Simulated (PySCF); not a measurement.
C2H11FSi3, SMILES C([SiH3])C[SiH2][SiH2]F. Atoms are numbered in the order given.

```xyz
17

F      2.5312     1.8233    -0.1168
Si     2.6763     0.2040     0.0684
Si     0.5247    -0.6487     0.4278
C     -0.6026    -0.0638    -0.9778
C     -2.0318    -0.6183    -0.9861
Si    -3.1238    -0.1472     0.4851
H      3.6111    -0.0495     1.2048
H      3.2828    -0.3395    -1.1851
H      0.0312    -0.1734     1.7583
H      0.5938    -2.1459     0.4680
H     -0.6085     1.0399    -0.9373
H     -0.0899    -0.3202    -1.9221
H     -2.0207    -1.7205    -1.0516
H     -2.5616    -0.2738    -1.8920
H     -3.0728     1.3307     0.7140
H     -2.6850    -0.8331     1.7389
H     -4.5365    -0.5455     0.2005
```

The structure is a stationary point at PBE0-D3(BJ)/def2-SVP. This is a generated structure with no PubChem entry under its InChIKey; it may be hypothetical. Other conformers were not sampled.

These are TDA-ωB97X/def2-SVPD (PySCF) values and carry that method's errors.

Vertical excitations. Isolated molecule, no solvent.

Computed lowest excited states:
```
state  energy (eV)  λ (nm)      f                                                               main pairs
-----  -----------  ------  -----  -----------------------------------------------------------------------
S1            6.49     191  0.023                                                           HOMO→LUMO 90 %
S2            7.48     166  0.036                     HOMO→LUMO+1 42 %, HOMO→LUMO+3 21 %, HOMO→LUMO+2 14 %
S3            7.74     160  0.025    HOMO−5→LUMO 39 %, HOMO−1→LUMO 21 %, HOMO−2→LUMO 13 %, HOMO−3→LUMO 8 %
S4            7.96     156  0.018   HOMO−1→LUMO+1 41 %, HOMO−1→LUMO 16 %, HOMO−5→LUMO 9 %, HOMO→LUMO+1 8 %
S5            8.16     152  0.051                                       HOMO→LUMO+2 49 %, HOMO→LUMO+3 24 %
S6            8.23     151  0.031  HOMO−1→LUMO 24 %, HOMO−1→LUMO+1 23 %, HOMO−6→LUMO 15 %, HOMO→LUMO+2 9 %
T1            5.71     217      0                                                           HOMO→LUMO 87 %
T2            6.48     191      0    HOMO→LUMO+1 37 %, HOMO→LUMO+3 27 %, HOMO→LUMO+2 11 %, HOMO→LUMO+4 8 %
```
Triplets are in the Tamm–Dancoff approximation.
